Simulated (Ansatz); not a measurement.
Al16N16H36, a nanocrystal cut from zinc blende AlN (hydrogen-capped). Total charge 0; singlet. Geometry r2SCAN-D4/def2-SVP.

Cartesian coordinates in Å:
```
Al -1.261 -2.731 1.474
Al -2.846 -1.050 -0.976
Al -1.109 -0.195 3.155
Al -2.690 1.539 0.740
Al -1.727 -1.135 -3.939
Al -0.124 -2.695 -1.696
Al -0.018 -0.089 0.136
Al 2.628 -1.676 -0.665
Al 1.109 -0.144 -2.821
Al 1.434 -1.731 2.483
Al 2.791 1.039 1.134
Al -1.597 1.492 -2.106
Al -1.406 4.200 -0.402
Al 1.272 2.555 -1.032
Al 0.195 2.608 1.820
Al 3.943 0.966 -1.816
N -0.511 -3.709 -0.014
N -1.855 -2.102 -2.211
N -2.928 -2.248 0.625
N -2.761 0.537 2.471
N -0.233 -1.160 1.772
N -1.753 0.420 -0.474
N -0.199 1.487 3.431
N -1.548 2.997 1.170
N 2.449 -2.612 1.095
N -0.654 0.379 -3.344
N 0.869 -1.166 -1.167
N 1.026 1.450 0.566
N 3.565 -0.094 -0.182
N 2.109 1.404 -2.309
N 2.594 -0.200 2.693
N -0.498 2.980 -1.620
H -1.483 -3.656 2.747
H -4.377 -0.792 -1.304
H -1.324 -0.990 4.515
H -4.216 1.869 0.459
H -3.202 -0.669 -4.340
H -0.901 -2.060 -4.947
H 0.574 -3.785 -2.613
H 3.402 -2.738 -1.553
H 1.847 -1.022 -3.922
H 1.350 -2.604 3.809
H 3.700 2.201 1.718
H -3.032 1.927 -2.633
H -2.891 4.512 -0.905
H -0.452 5.416 0.007
H 2.139 3.844 -0.697
H 1.032 3.813 2.424
H 4.605 -0.019 -2.887
H 4.742 2.276 -1.365
H -1.169 -4.447 -0.291
H 0.318 -4.257 0.233
H -2.421 -2.917 -2.488
H -3.392 -3.103 0.296
H -3.626 -1.875 1.275
H -3.522 -0.146 2.421
H -3.133 1.209 3.154
H -0.778 2.081 4.036
H 0.657 1.403 3.986
H -2.028 3.613 1.841
H 2.155 -3.577 0.922
H 3.413 -2.747 1.425
H -0.551 0.928 -4.210
H 4.520 -0.345 0.110
H 2.240 1.963 -3.165
H 2.390 0.357 3.527
H 3.545 -0.531 2.894
H -0.394 3.556 -2.468
```

Single mean-field runs in def2-SVP are fitted with def2-universal-jkfit.

Question: Estimate the orbital energies around the gap (eV) in Ansatz with PBE-D4/def2-SVP, r2SCAN-D4/def2-SVP, PBE0-D4/def2-SVP.

Answer: 
```tsv
orbital	PBE-D4/def2-SVP	r2SCAN-D4/def2-SVP	PBE0-D4/def2-SVP
HOMO−9	-6.74	-7.11	-8.06
HOMO−8	-6.63	-6.99	-7.94
HOMO−7	-6.61	-6.96	-7.92
HOMO−6	-6.58	-6.95	-7.91
HOMO−5	-6.58	-6.95	-7.91
HOMO−4	-6.08	-6.43	-7.37
HOMO−3	-6.08	-6.43	-7.37
HOMO−2	-5.80	-6.13	-7.05
HOMO−1	-5.80	-6.13	-7.05
HOMO	-5.75	-6.09	-7.01
LUMO	-1.72	-1.34	-0.87
LUMO+1	-1.60	-1.33	-0.82
LUMO+2	-1.60	-1.33	-0.81
LUMO+3	-1.20	-0.94	-0.42
LUMO+4	-1.19	-0.79	-0.34
LUMO+5	-1.19	-0.79	-0.34
```
